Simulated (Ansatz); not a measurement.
FLi, charge +1, doublet, geometry from GFN2-xTB (such geometries of metal compounds can be far from the true shape) (a state made from the parent by changing its charge; the spin is typed, not shown lowest). Base run: R2SCAN/def2-SV(P) (Ansatz, a quantum-chemistry and plane-wave program).

Geometry (Å):
```xyz
2

Li     0.0000     0.0000    -1.6597
F      0.0000     0.0000     0.5532
```
Charge +1, spin multiplicity 2.
Orbitals are unrestricted.
All else is at Ansatz's defaults.

Each row names what was changed in the base input (with any setting that the change needs).

```csv
change,basis functions,E (Eh)
base,23,-106.88916
basis = 6-31G,18,-106.96561
basis = cc-pVDZ,28,-106.98243
basis = 6-311G**,36,-107.00514
basis = pcseg-2,45,-107.01490
basis = pc-2,45,-107.01699
basis = def2-TZVP,45,[?]
basis = aug-cc-pVDZ,46,-106.98635
basis = def2-TZVPP,[?],[?]
"basis = 6-311+G(2d,p)",54,-107.00771
basis = cc-pVTZ,[?],[?]
basis = def2-QZVP,[?],[?]
basis = cc-pVQZ,110,-107.02149
```

Problem. Fill in the missing entries.

Solution. 
- basis = def2-TZVP, E (Eh): -107.01735
- basis = def2-TZVPP, basis functions: 50
- basis = def2-TZVPP, E (Eh): -107.01773
- basis = cc-pVTZ, basis functions: 60
- basis = cc-pVTZ, E (Eh): -107.01317
- basis = def2-QZVP, basis functions: 92
- basis = def2-QZVP, E (Eh): -107.02374

Totals compare only among sets that treat the same electrons; sets with core potentials leave the core out.
